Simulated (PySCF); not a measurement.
C₃H₆ClFSi, SMILES C/C(Cl)=C/[SiH2]F. Heavy atoms are numbered as in [CH3:1]/[C:2]([Cl:3])=[CH:4]/[SiH2:5][F:6]. Hydrogens are named by the atom that carries them.

The structure is a stationary point at B3LYP-D3(BJ)/def2-SVP. The structure was generated by enumeration; whether it is a known compound was not checked. The values are those of a single conformer.

Calculation: PBE/pcSseg-1 in PySCF.

GIAO shieldings, no solvent; atoms alike by connectivity are averaged. δ = σ(ref) − σ: ¹³C against TMS (σ = 182.0 ppm); ³⁵Cl against HCl (σ = 936.5 ppm); ²⁹Si against TMS (σ = 335.4 ppm); ¹⁹F against CFCl3 (σ = 133.6 ppm); ¹H against TMS (σ = 31.49 ppm), references at their B3LYP-D3(BJ)/def2-TZVP geometries, non-relativistic (without spin–orbit terms, shifts of atoms bonded to Cl or Br come out too high).

Computed chemical shifts:
```
nucleus       atoms  count  δ (ppm)
-------  ----------  -----  -------
¹³C              C2      1    165.8
¹³C         C4 (CH)      1    126.3
¹³C        C1 (CH3)      1     34.6
³⁵Cl            Cl3      1    332.4
²⁹Si     Si5 (SiH2)      1     -9.8
¹⁹F              F6      1   -252.9
¹H          H on C4      1     5.99
¹H         H on Si5      2     5.85
¹H          H on C1      3     2.50
```
